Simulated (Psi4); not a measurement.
Dimer: CO (SMILES [C-]#[O+]) (first 2 atoms) with C2H6 (SMILES CC); geometry from B3LYP-D3(BJ)/def2-TZVP, rigid monomers moved along the line of their centres of mass till C1···H7 is 5.23 Å.
(charge 0, multiplicity 1):
```xyz
10

C     -0.1796    -0.3288     0.1507
O      0.6104     0.4643     0.0411
C     -1.0241    -0.2727     6.1761
C      0.4613     0.0405     6.0206
H     -1.5580     0.5580     6.6421
H     -1.1798    -1.1559     6.7988
H     -1.4946    -0.4669     5.2101
H      0.6197     0.9262     5.4023
H      0.9954    -0.7882     5.5512
H      0.9304     0.2272     6.9886
```

The numbers are results of SAPT0/jun-cc-pV(D+d)Z (Psi4), not measurements.

Which attractive term is largest, and how does the interaction split up?

electrostatics 0.0, exchange 0.0, induction 0.0, dispersion -0.2, total -0.2 kJ/mol; the largest attraction is dispersion.
